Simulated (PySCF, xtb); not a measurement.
B(F)(H)(SH) (BFH₂S), SMILES B(F)S.

Coordinates come from a B3LYP-D3(BJ)/def2-TZVP optimisation. Other conformers were not sampled.

Calculation: C-PCM-M06-2X/def2-SVP (PySCF 2.14.0).

The values are the electrostatic part of the solvation free energy, E(continuum) − E(gas) at the gas-phase geometry, in a cavity of scaled van der Waals radii (PySCF's table); cavitation and dispersion terms are not included. In vacuum the orbital gap is 9.89 eV. The dipole moment in vacuum is 1.72 D.

Task: Estimate the values in water (ε = 78.36), benzene (ε = 2.27), cyclohexanone (ε = 15.62). (Estimate from the structure and the level; the computed values follow.)

Result: 
| solvent | ε | ΔG(elec) (kcal/mol) | dipole (D) | gap (eV) |
|---|---|---|---|---|
| water | 78.36 | -2.3 | 2.18 | 9.90 |
| benzene | 2.27 | -1.2 | 1.95 | 9.89 |
| cyclohexanone | 15.62 | -2.2 | 2.15 | 9.89 |

For comparison, GFN2-xTB/ALPB(water) (xtb, at the GFN2-xTB geometry, all terms of that model) gives -2.1 kcal/mol.
